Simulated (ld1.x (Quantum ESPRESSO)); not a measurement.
**What one change does to a pseudopotential (Pt, TM)**

ld1.x (Quantum ESPRESSO) 7.5 input, shortened:

```
&input
   title='Pt', zed=78., rel=1, dft='PBE', iswitch=3,
   config='[Xe] 4f14 5d9 6s1 6p0'
 /
 &inputp
   pseudotype=2, tm=.true., lloc=2,
   nlcc=.true., new_core_ps=.true., rcore=0.60
 /
3
6S  1  0   1.00   0.00  1.85  1.85  0.0
5P  2  1   6.00   0.00  1.00  1.00  0.0
5D  3  2   9.00   0.00  2.10  2.10  0.0
 &test
   configts(1)='5p6 5d9 6s1 6p0'
 /
```

All-electron outer shells of the reference configuration (PBE, scalar-relativistic, ld1.x):

```csv
shell,level (eV),outermost node (bohr),outermost maximum (bohr)
5s,-101.82,0.49,0.87
4f,-70.08,–,0.38
5p,-56.02,0.53,0.98
5d,-6.14,0.57,1.26
6s,-5.66,1.14,2.38
6p,-0.84,1.36,3.69
```

Change: all radii but the core radius scaled by about 1.18 (s 2.18, p 1.18, d 2.46 bohr).

Cutoffs: the cutoffs (Ry, on a coarse ladder) from which the occupation-weighted sum of valence levels, in a spherical-Bessel basis at the reference potential, stays within 10 and 1 mRy of its value at 400 Ry; they do not see the model core or the augmentation charge, which bear on the density cutoff. Errors are all-electron minus pseudo energies relative to the spin-unpolarised reference configuration.

Question: How do hardness, ghosts and transferability respond?

Answer: The potential gets neither clearly harder nor softer (140 Ry and 230 Ry → 140 Ry and 200 Ry); the bound ghosts move from p, s to s; of the 7 tests that both files solve, the error grows in 6 and shrinks in 0 by more than 15 % and 0.3 meV (median size 10.5 → 22.9 meV). More of the atom is replaced by a form fitted at one configuration, so other configurations suffer.

| quantity | base | changed |
| --- | --- | --- |
| cutoff, loose | 140 Ry | 140 Ry |
| cutoff, tight | 230 Ry | 200 Ry |
| loose cutoff by channel (10 mRy a level) | s 18 Ry, p 80 Ry, d 35 Ry | s 10 Ry, p 70 Ry, d 30 Ry |
| bound ghosts | p, s | s |
| error for 5p6 5d9 6s0 6p0, meV [ΔE 9.19 eV] | -10 | -13 |
| error for 5p6 5d8 6s0 6p0, meV [ΔE 29.16 eV] | -8.8 | -23 |
| error for 5p6 5d7 6s0 6p0, meV [ΔE 61.38 eV] | -19 | -43 |
| error for 5p6 5d9.5 6s0.5 6p0, meV [ΔE -0.12 eV] | -5.0 | -6.0 |
| error for 5p6 5d6 6s0 6p0, meV [ΔE 107.03 eV] | -61 | -52 |
| error for 5p5 5d9 6s1 6p0, meV [ΔE 62.15 eV] | -157 | -192 |
| error for 5p6 5d9 6s0.5 6p0, meV [ΔE 3.69 eV] | -3.1 | -3.6 |

Changed file: These tests converged, but a pseudo level misses the all-electron one widely, so the file describes the atom poorly there or has found another state: 5p6 5d6 6s0 6p0: empty 6s by 4.7 eV. A true bound ghost makes a file unfit for plane-wave use even where its test errors are small: the radial tests pick states by their node count and pass the ghost by.
